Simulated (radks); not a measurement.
The numbers below are computed, except where a source is named.
Ga VII, configuration [Ar] 3d7. Level of theory: Dirac Kohn-Sham, BLYP, spin-unpolarised, spherical densities, finite nucleus; open shells fill j = l - 1/2 first; Fermi nuclear charge, rms radius 3.9973 fm (a radial shooting solver on a logarithmic mesh with Libxc functionals). Some entries of the table are withheld. Estimate them.

orbital  occ.  eigenvalue (eV)  r(max) (bohr)  <r> (bohr)
1s1/2       2        -10349.41        0.03178     0.04860
2s1/2       2        -1383.380         0.1825      0.2176
2p1/2       2        -1238.696         0.1445      0.1883
2p3/2       4        -1211.027         0.1473      0.1918
3s1/2       2              (1)         0.5584      0.6344
3p1/2       2              (2)         0.5524      0.6445
3p3/2       4              (3)         0.5601      0.6535
3d3/2       4        -129.4818         0.5052         (4)
3d5/2       3        -128.8911         0.5076         (5)
4s1/2       0         -84.2111          1.479       1.604
4p1/2       0         -71.5115          1.601       1.736
4p3/2       0         -70.8673          1.618       1.751

Answer. 
(1) 3s1/2 eigenvalue (eV): -260.8886
(2) 3p1/2 eigenvalue (eV): -213.5797
(3) 3p3/2 eigenvalue (eV): -209.6375
(4) 3d3/2 <r> (bohr): 0.6767
(5) 3d5/2 <r> (bohr): 0.6798
